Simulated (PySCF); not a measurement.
## Removing an electron from `CC#CP(C)c1cccs1`

Species: C8H9PS.
Cartesian coordinates in Å at the PBE0-D3(BJ)/def2-SVP level; atoms count from 1:
```
atom  x, y, z in Å
C1     3.6068    0.7382   -0.9293
C2     2.3940   -0.0148   -0.6680
C3     1.3732   -0.6405   -0.4439
P4    -0.0412   -1.6745   -0.2166
C5     0.0679   -1.9887    1.6081
C6    -1.3574   -0.4087   -0.2523
C7    -1.2854    0.9642   -0.1828
C8    -2.5591    1.5914   -0.2530
C9    -3.5839    0.6882   -0.3739
S10   -2.9998   -0.9231   -0.4242
H11    4.2669    0.2040   -1.6310
H12    3.3700    1.7189   -1.3705
H13    4.1710    0.9159   -0.0002
H14    0.9225   -2.6538    1.8022
H15   -0.8534   -2.5028    1.9198
H16    0.1809   -1.0576    2.1805
H17   -0.3356    1.4928   -0.0887
H18   -2.7136    2.6709   -0.2134
H19   -4.6529    0.8877   -0.4413
```

Level: wB97X-D/def2-SVPD (PySCF). Frontier orbitals with their largest atomic shares (Löwdin; up to four atoms above 4 %):

```json
{"orbital": "HOMO−3", "ε (eV)": "-9.61", "main atoms": "C3 38 %, C2 34 %, C1 7 %, P4 4 %"}
{"orbital": "HOMO−2", "ε (eV)": "-9.09", "main atoms": "S10 36 %, C8 22 %, C7 13 %, C9 10 %"}
{"orbital": "HOMO−1", "ε (eV)": "-8.99", "main atoms": "C6 20 %, C9 16 %, C7 14 %, S10 10 %"}
{"orbital": "HOMO", "ε (eV)": "-8.03", "main atoms": "?"}
{"orbital": "LUMO", "ε (eV)": "0.96", "main atoms": "S10 19 %, C6 19 %, C9 18 %, C7 13 %"}
{"orbital": "LUMO+1", "ε (eV)": "1.85", "main atoms": "S10 33 %, P4 18 %, C3 11 %, C2 11 %"}
{"orbital": "LUMO+2", "ε (eV)": "1.96", "main atoms": "C2 16 %, C3 15 %, P4 13 %, S10 12 %"}
```

Task: What vertical ionisation energy does ΔSCF give, and how far is −ε(HOMO) from it?

Result: ΔSCF: 8.04 eV (775 kJ/mol; threshold wavelength 154 nm); ⟨S²⟩ of the doublet left behind is 0.767, against 0.75 for a pure doublet. −ε(HOMO) is 8.03 eV, the same within 0.01 eV. For the exact functional −ε(HOMO) would equal the first vertical ionisation energy; wB97X-D (range-separated hybrid) comes within 0.01 eV of that here.

Task: On which atoms does the HOMO lie?

Result: P4 (phosphine phosphorus) 31 %, C6 (substituted aromatic carbon) 12 %, C9 (aromatic CH next to a ring sulfur) 10 %, C3 (alkyne carbon) 10 %, so no atom holds as much as 40 %. The HOMO−1 lies 0.96 eV lower.

Task: What total energies stand behind the ΔSCF value?

Result: E(N) = -1049.18723 Eh and E(N − 1) = -1048.89191 Eh at the same geometry, 0.29532 Eh apart.

Task: With α = 139.0 au, estimate the like-pair dispersion coefficient by London's formula C6 = (3/4)α²I.

Result: I = 0.2953 Eh, so C6 ≈ 4280 au, a rough estimate.

The structure is a single PBE0-D3(BJ)/def2-SVP conformer in the gas phase; no vibrational or solvent corrections.

The run behind these numbers computed excited states and ΔSCF ions as well. Hardware: one thread, AMD EPYC 9R45 (x86_64), no GPU (shared host). Cost: 4.4 min of wall time (with the writing of density and orbital grids), 1.3 GiB resident at most.

The pairwise dispersion term of wB97X-D wasn't added to the energies; at a given geometry it leaves orbitals and properties as they are.
